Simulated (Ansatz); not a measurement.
The same molecule with X = B, Al, In. Ansatz, PBE0-D4/def2-TZVP geometries, multiplicity 1. Each molecule was computed in one conformer, which needn't be the lowest.

Elements past krypton have def2 core potentials.

```tsv
X	molecule	mean X–C bond length / Å	mean X–H bond length / Å	mean X–O bond length / Å	HOMO–LUMO gap (PBE0/def2-TZVPP) / eV	zero-point energy (PBE0-D4/def2-TZVP) / kJ/mol	HOMO energy (B3LYP/def2-TZVPP) / eV
B	`CCBO`	1.569	1.202	1.355	8.39	244.4	-8.10
In	`C[CH2][InH][OH]`	2.159	1.713	2.001	6.20	219.1	-7.11
```

Question: Give the row for X = Al, `C[CH2][AlH][OH]`. (Estimate.)

Answer: Ansatz gave: 
```tsv
X	molecule	mean X–C bond length / Å	mean X–H bond length / Å	mean X–O bond length / Å	HOMO–LUMO gap (PBE0/def2-TZVPP) / eV	zero-point energy (PBE0-D4/def2-TZVP) / kJ/mol	HOMO energy (B3LYP/def2-TZVPP) / eV
Al	`C[CH2][AlH][OH]`	1.957	1.582	1.701	7.07	222.9	-7.32
```

From B to In the mean X–C bond length rises at each step, by 0.590 Å in all; the mean X–H bond length rises at each step, by 0.511 Å in all; the mean X–O bond length rises at each step, by 0.646 Å in all; the HOMO–LUMO gap (PBE0/def2-TZVPP) falls at each step, by 2.19 eV in all; the zero-point energy (PBE0-D4/def2-TZVP) falls at each step, by 25.3 kJ/mol in all; the HOMO energy (B3LYP/def2-TZVPP) rises at each step, by 0.99 eV in all. Bonds lengthen as the atom grows down the group.

B3LYP here is the variant with VWN-RPA as its local correlation; programs differ in this.
